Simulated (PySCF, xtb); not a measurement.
formate (CHO2), SMILES C(=O)[O-], charge -1.

GFN2-xTB (xtb) at its own geometry gives an orbital gap of 5.35 eV.

Coordinates come from a PBE0-D3(BJ)/def2-TZVPD optimisation.

Question: What does ωB97X/def2-TZVPD (PySCF) give? (An estimate is asked for; the answer gives what the named calculation found.)

Answer: gap 9.65 eV (levels -3.64 and 6.01 eV).
